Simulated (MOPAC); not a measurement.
Input for MOPAC: AM1 on BrClH2 (a complex), monomers drawn apart or pushed together.

```
AM1 1SCF PRECISE CHARGE=0 THREADS=1
BrClH2

Cl     0.53481538 1    -0.46597293 1    -0.22561594 1
H      0.80026747 1     0.78567606 1    -0.12357310 1
Br     0.08295741 1    -0.27865653 1     4.69712863 1
H      0.16093925 1    -0.56136606 1     3.29703581 1
```

The log:

```
*******************************************************************************
 **                                                                           **
 **                              MOPAC v23.2.5                                **
 **                                                                           **
 *******************************************************************************
 ** MOPAC's Digital Object Identifier: https://doi.org/10.5281/zenodo.6511958 **
 **                                                                           **
 ** Please cite the open-source release paper for use of this MOPAC version:  **
 ** J. E. Moussa and J. J. P. Stewart (2026)                                  **
 ** MOPAC: An open-source semiempirical molecular orbital program             **
 ** J. Open Source Softw., 11(119), 8025, https://doi.org/10.21105/joss.08025 **
 *******************************************************************************

                              AM1 CALCULATION RESULTS

 *******************************************************************************
 *  AM1        - The AM1 Hamiltonian to be used
 *
 *
 *
 *                 CHARGE ON SYSTEM = 0
 *
 *
 *
 *  PRECISE    - TIGHTER CRITERIA TO BE USED
 *  1SCF       - DO 1 SCF AND THEN STOP
 *  THREADS=1  - MULTI-THREADING NOT USED
 *  T=         - A TIME OF 172800.0 SECONDS REQUESTED
 *  DUMP=N     - RESTART FILE WRITTEN EVERY 7200.0 SECONDS REQUESTED
 *******************************************************************************
AM1 1SCF PRECISE CHARGE=0 THREADS=1
 BrClH2

   ATOM   CHEMICAL          X               Y               Z
  NUMBER   SYMBOL      (ANGSTROMS)     (ANGSTROMS)     (ANGSTROMS)

     1      Cl          0.53481538  *  -0.46597293  *  -0.22561594  *
     2       H          0.80026747  *   0.78567606  *  -0.12357310  *
     3      Br          0.08295741  *  -0.27865653  *   4.69712863  *
     4       H          0.16093925  *  -0.56136606  *   3.29703581  *



          CARTESIAN COORDINATES

    NO.       ATOM           X           Y           Z

     1        Cl          0.5348     -0.4660     -0.2256
     2         H          0.8003      0.7857     -0.1236
     3        Br          0.0830     -0.2787      4.6971
     4         H          0.1609     -0.5614      3.2970

  H: (AM1): M.J.S. DEWAR ET AL, J. AM. CHEM. SOC. 107 3902-3909 (1985)
 Cl: (AM1): M.J.S. DEWAR AND E. G. ZOEBISCH, THEOCHEM, 180, 1 (1988).
 Br: (AM1): M.J.S. DEWAR AND E. G. ZOEBISCH, THEOCHEM, 180, 1 (1988).

           Empirical Formula: H2 Cl Br  =     4 atoms



      MOLECULAR POINT GROUP   :   Cs


      RHF CALCULATION, NO. OF DOUBLY OCCUPIED LEVELS = 8


 -------------------------------------------------------------------------------
 AM1 1SCF PRECISE CHARGE=0 THREADS=1
 BrClH2



     1SCF WAS SPECIFIED, SO BFGS WAS NOT USED
     SCF FIELD WAS ACHIEVED


                              AM1 CALCULATION
                                                       MOPAC v23.2.5 Linux




          FINAL HEAT OF FORMATION =        -35.38958 KCAL/MOL =    -148.06999 KJ/MOL


          COSMO AREA              =        112.37 SQUARE ANGSTROMS
          COSMO VOLUME            =         86.07 CUBIC ANGSTROMS

          IONIZATION POTENTIAL    =         11.431415 EV
          HOMO LUMO ENERGIES (EV) =        -11.431  1.173
          NO. OF FILLED LEVELS    =          8
          MOLECULAR WEIGHT        =        117.3728         POINT GROUP:  Cs

          MOLECULAR DIMENSIONS (Angstroms)

            Atom       Atom       Distance
           Br     3    H     2     4.98864
            H     2   Cl     1     1.26681
            H     4   Cl     1     0.00000


          SCF CALCULATIONS        =          1





   ATOM   CHEMICAL          X               Y               Z
  NUMBER   SYMBOL      (ANGSTROMS)     (ANGSTROMS)     (ANGSTROMS)

     1      Cl          0.53481538  *  -0.46597293  *  -0.22561594  *
     2       H          0.80026747  *   0.78567606  *  -0.12357310  *
     3      Br          0.08295741  *  -0.27865653  *   4.69712863  *
     4       H          0.16093925  *  -0.56136606  *   3.29703581  *

                             CARTESIAN COORDINATES

   1   Cl        0.534815380    -0.465972930    -0.225615940
   2    H        0.800267470     0.785676060    -0.123573100
   3   Br        0.082957410    -0.278656530     4.697128630
   4    H        0.160939250    -0.561366060     3.297035810


           Empirical Formula: H2 Cl Br  =     4 atoms



      MOLECULAR POINT GROUP   :   Cs


                  EIGENVALUES
 -37.26947 -31.42435 -16.98300 -15.21361 -12.58132 -12.56457 -11.43523 -11.43142
   1.17261   1.64933


              NET ATOMIC CHARGES AND DIPOLE CONTRIBUTIONS

  ATOM NO.   TYPE          CHARGE      No. of ELECS.   s-Pop       p-Pop
    1         Cl          -0.170326        7.1703     1.98025     5.19007
    2          H           0.170457        0.8295     0.82954
    3         Br          -0.093139        7.0931     1.96214     5.13100
    4          H           0.093008        0.9070     0.90699
 DIPOLE           X         Y         Z       TOTAL
 POINT-CHG.     0.252     0.898    -0.545     1.081
 HYBRID         0.114     0.184    -0.736     0.767
 SUM            0.367     1.082    -1.281     1.716


          ATOMIC ORBITAL ELECTRON POPULATIONS

     Atom    s        px        py        pz
    1 Cl   1.98025   1.96533   1.22989   1.99485
    2  H   0.82954
    3 Br   1.96214   1.99745   1.96556   1.16799
    4  H   0.90699

 **********************
 *                    *
 * JOB ENDED NORMALLY *
 *                    *
 **********************




 == MOPAC DONE ==
```

The run finished.

Cost: around 0.020 core-seconds (rough).
